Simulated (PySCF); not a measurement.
A series of related molecules.

All values: PBE0/pcSseg-1 (PySCF) at GFN2-xTB geometries, gas phase, one conformer each.

(1) Rank by the lowest Hirshfeld charge on any atom, highest value first.
A. `N#CCCC[SiH2][SiH2]C#N`
B. `CC#CCCC[SiH2][SiH2]C#N`
C. `CCC[SiH2][SiH2]C#N`
D. `N#C[SiH2][SiH2]CCCN`

(2) Rank by dipole moment, lowest first.
A. `[N:1]#[C:2][SiH2:3][SiH2:4][CH2:5][CH2:6][CH2:7][Cl:8]` with C2–Si3–Si4–C5 35°, Si3–Si4–C5–C6 178°, Si4–C5–C6–C7 -179°, C5–C6–C7–Cl8 -179°
B. `[N:1]#[C:2][CH2:3][CH2:4][CH2:5][SiH2:6][SiH2:7][C:8]#[N:9]` with C2–C3–C4–C5 64°, C3–C4–C5–Si6 -179°, C4–C5–Si6–Si7 -178°, C5–Si6–Si7–C8 56°
C. `[N:1]#[C:2][SiH2:3][SiH2:4][CH2:5][CH2:6][CH2:7][SH:8]` with C2–Si3–Si4–C5 -57°, Si3–Si4–C5–C6 178°, Si4–C5–C6–C7 177°, C5–C6–C7–S8 -63°, C6–C7–S8–H -63°
D. `[N:1]#[C:2][SiH2:3][SiH2:4][CH2:5][CH2:6][CH2:7][OH:8]` with C2–Si3–Si4–C5 -176°, Si3–Si4–C5–C6 -62°, Si4–C5–C6–C7 176°, C5–C6–C7–O8 -66°, C6–C7–O8–H 178°
E. `[CH3:1][CH2:2][CH2:3][SiH2:4][SiH2:5][C:6]#[N:7]` with C1–C2–C3–Si4 180°, C2–C3–Si4–Si5 180°, C3–Si4–Si5–C6 -56°
F. `[N:1]#[C:2][SiH2:3][SiH2:4][CH2:5][CH2:6][CH2:7][F:8]` with C2–Si3–Si4–C5 -9°, Si3–Si4–C5–C6 -85°, Si4–C5–C6–C7 64°, C5–C6–C7–F8 -68°

Answers

(1) B (-0.177 e), C (-0.206 e), A (-0.230 e), D (-0.240 e).

(2) F (3.04 D), A (3.32 D), E (3.96 D), B (4.26 D), C (4.42 D), D (6.38 D).

All values together:

```csv
SMILES,change,formula,μ (D),HOMO (eV),LUMO (eV),lowest IAO charge (e),highest IAO charge (e),lowest Hirshfeld charge (e),highest Hirshfeld charge (e)
CCC[SiH2][SiH2]C#N,parent,C4H11NSi2,3.96,-8.57,-0.61,-0.518 (C),+0.470 (Si),-0.206 (N),+0.288 (Si)
N#C[SiH2][SiH2]CCCN,H on C replaced by NH2,C4H12N2Si2,4.11,-6.77,-0.68,-0.578 (N),+0.474 (Si),-0.240 (N),+0.289 (Si)
N#C[SiH2][SiH2]CCCF,H on C replaced by F,C4H10FNSi2,3.04,-8.62,-0.74,-0.519 (C),+0.465 (Si),-0.203 (N),+0.279 (Si)
N#C[SiH2][SiH2]CCCS,H on C replaced by SH,C4H11NSSi2,4.42,-7.03,-0.66,-0.523 (C),+0.468 (Si),-0.205 (N),+0.292 (Si)
C#CCCC[SiH2][SiH2]C#N,H on C replaced by ethynyl,C6H11NSi2,3.92,-7.67,-0.76,-0.520 (C),+0.470 (Si),-0.197 (N),+0.288 (Si)
N#CCCC[SiH2][SiH2]C#N,H on C replaced by CN,C5H10N2Si2,4.26,-8.90,-0.82,-0.524 (C),+0.470 (Si),-0.230 (N),+0.295 (Si)
N#C[SiH2][SiH2]CCCCl,H on C replaced by Cl,C4H10ClNSi2,3.32,-8.39,-0.92,-0.520 (C),+0.471 (Si),-0.203 (N),+0.292 (Si)
CC#CCCC[SiH2][SiH2]C#N,H on C replaced by propynyl,C7H13NSi2,3.32,-7.09,-0.71,-0.521 (C),+0.473 (Si),-0.177 (N),+0.289 (Si)
N#C[SiH2][SiH2]CCCO,H on C replaced by OH,C4H11NOSi2,6.38,-8.09,-0.58,-0.557 (O),+0.474 (Si),-0.225 (O),+0.290 (Si)
CCCC[SiH2][SiH2]C#N,H on C replaced by CH3,C5H13NSi2,4.36,-8.60,-0.70,-0.516 (C),+0.470 (Si),-0.207 (N),+0.289 (Si)
```

Conformers: `[CH3:1][CH2:2][CH2:3][SiH2:4][SiH2:5][C:6]#[N:7]` with C1–C2–C3–Si4 180°, C2–C3–Si4–Si5 180°, C3–Si4–Si5–C6 -56°; `[N:1]#[C:2][SiH2:3][SiH2:4][CH2:5][CH2:6][CH2:7][NH2:8]` with C2–Si3–Si4–C5 65°, Si3–Si4–C5–C6 -62°, Si4–C5–C6–C7 178°, C5–C6–C7–N8 173°, C6–C7–N8–H 179° and 59°; `[N:1]#[C:2][SiH2:3][SiH2:4][CH2:5][CH2:6][CH2:7][F:8]` with C2–Si3–Si4–C5 -9°, Si3–Si4–C5–C6 -85°, Si4–C5–C6–C7 64°, C5–C6–C7–F8 -68°; `[N:1]#[C:2][SiH2:3][SiH2:4][CH2:5][CH2:6][CH2:7][SH:8]` with C2–Si3–Si4–C5 -57°, Si3–Si4–C5–C6 178°, Si4–C5–C6–C7 177°, C5–C6–C7–S8 -63°, C6–C7–S8–H -63°; `[CH:1]#[C:2][CH2:3][CH2:4][CH2:5][SiH2:6][SiH2:7][C:8]#[N:9]` with C2–C3–C4–C5 66°, C3–C4–C5–Si6 -172°, C4–C5–Si6–Si7 62°, C5–Si6–Si7–C8 31°; `[N:1]#[C:2][CH2:3][CH2:4][CH2:5][SiH2:6][SiH2:7][C:8]#[N:9]` with C2–C3–C4–C5 64°, C3–C4–C5–Si6 -179°, C4–C5–Si6–Si7 -178°, C5–Si6–Si7–C8 56°; `[N:1]#[C:2][SiH2:3][SiH2:4][CH2:5][CH2:6][CH2:7][Cl:8]` with C2–Si3–Si4–C5 35°, Si3–Si4–C5–C6 178°, Si4–C5–C6–C7 -179°, C5–C6–C7–Cl8 -179°; `[CH3:1][C:2]#[C:3][CH2:4][CH2:5][CH2:6][SiH2:7][SiH2:8][C:9]#[N:10]` with C3–C4–C5–C6 65°, C4–C5–C6–Si7 -167°, C5–C6–Si7–Si8 64°, C6–Si7–Si8–C9 42°; `[N:1]#[C:2][SiH2:3][SiH2:4][CH2:5][CH2:6][CH2:7][OH:8]` with C2–Si3–Si4–C5 -176°, Si3–Si4–C5–C6 -62°, Si4–C5–C6–C7 176°, C5–C6–C7–O8 -66°, C6–C7–O8–H 178°; `[CH3:1][CH2:2][CH2:3][CH2:4][SiH2:5][SiH2:6][C:7]#[N:8]` with C1–C2–C3–C4 180°, C2–C3–C4–Si5 178°, C3–C4–Si5–Si6 64°, C4–Si5–Si6–C7 86°.

Q: Give the shifts from the parent, `CCC[SiH2][SiH2]C#N`.

A: 
```tsv
SMILES	change in μ (D)	change in HOMO (eV)	change in LUMO (eV)
N#C[SiH2][SiH2]CCCN	+0.15	+1.80	-0.07
N#C[SiH2][SiH2]CCCF	-0.92	-0.05	-0.13
N#C[SiH2][SiH2]CCCS	+0.46	+1.54	-0.05
C#CCCC[SiH2][SiH2]C#N	-0.04	+0.90	-0.15
N#CCCC[SiH2][SiH2]C#N	+0.30	-0.33	-0.21
N#C[SiH2][SiH2]CCCCl	-0.64	+0.18	-0.31
CC#CCCC[SiH2][SiH2]C#N	-0.64	+1.48	-0.10
N#C[SiH2][SiH2]CCCO	+2.42	+0.48	+0.03
CCCC[SiH2][SiH2]C#N	+0.40	-0.03	-0.09
```
